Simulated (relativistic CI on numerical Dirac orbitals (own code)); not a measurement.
## Pr²⁰⁺: q coefficients and field-shift factors

These numbers are calculated, not measured: Dirac-Coulomb-Breit CI, separate exchange-only KLI orbitals for each configuration, derivatives by finite differences, unscaled Slater integrals, QED left out (own radial code, finite nucleus).

Configurations in the expansion (outside the closed core [Ar] 3d10): 4s2 4p6 4d3, 4s2 4p5 4d4, 4s2 4p6 4d2 4f, 4s2 4p6 4d 4f2, 4s 4p6 4d4, 4p6 4d5, 4s2 4p6 4d2 5s, 4s2 4p6 4d2 5p. Levels of other configurations are missing.

With x = (α/α₀)² − 1 an excitation energy changes as ω = ω₀ + qx; K = 2q/ω₀ is the relative enhancement. Terms are leading LS components, so labels can repeat. The field-shift factor is F = δν/δ⟨r²⟩ for the transition from the lowest level.

Lowest level 4s2 4p6 4d3 4F_3/2.

| Level | ω₀ (cm⁻¹) | q (cm⁻¹) | F (GHz/fm²) |
| --- | --- | --- | --- |
| 4s2 4p6 4d3 4F_5/2 | 23819 | 32050 | 0.47 |
| 4s2 4p6 4d3 4F_7/2 | 39632 | 41790 | 0.617 |
| 4s2 4p6 4d3 4P_3/2 | 42457 | 24890 | 0.244 |
| 4s2 4p6 4d3 4F_9/2 | 47840 | 38160 | 0.607 |
| 4s2 4p6 4d3 4P_1/2 | 49710 | 30410 | 0.264 |
| 4s2 4p6 4d3 2G_7/2 | 73280 | 57830 | 0.825 |
| 4s2 4p6 4d3 4P_5/2 | 74573 | 52830 | 0.546 |
| 4s2 4p6 4d3 2H_9/2 | 77878 | 63600 | 1.06 |
| 4s2 4p6 4d3 2D_3/2 | 85868 | 64960 | 0.714 |
| 4s2 4p6 4d3 2P_1/2 | 91545 | 66160 | 0.88 |
| 4s2 4p6 4d3 2H_11/2 | 101116 | 66680 | 1.21 |
| 4s2 4p6 4d3 2D_5/2 | 104357 | 70040 | 0.633 |
| 4s2 4p6 4d3 2F_5/2 | 115249 | 53090 | 0.689 |
| 4s2 4p6 4d3 2G_9/2 | 119889 | 99170 | 1.47 |
| 4s2 4p6 4d3 2F_7/2 | 120312 | 63680 | 0.831 |
| 4s2 4p6 4d3 2P_3/2 | 127521 | 95590 | 1.34 |
| 4s2 4p6 4d3 2D_3/2 | 169914 | 75260 | 1.03 |
| 4s2 4p6 4d3 2D_5/2 | 176227 | 91100 | 1.39 |
| 4s2 4p5 4d4 6D°_3/2 | 794488 | 40560 | 3.37 |
| 4s2 4p5 4d4 6D°_5/2 | 798829 | 66180 | 3.8 |
| 4s2 4p5 4d4 6D°_7/2 | 803916 | 78010 | 4.08 |
| 4s2 4p5 4d4 6D°_9/2 | 811459 | 83200 | 4.24 |
| 4s2 4p5 4d4 6D°_1/2 | 816510 | 75220 | 3.15 |

At this charge energies of transitions that change n are usually good to better than 1 %, and those within a shell (Δn = 0) to a few per cent. Terms inside the open d or f shell come out 10 to 20 % too wide with unscaled integrals.

(1) Which transition from the lowest level has the largest |K|?

Results:

(1) 4s2 4p6 4d3 4F_5/2 at 23819 cm⁻¹, K = 2.69.
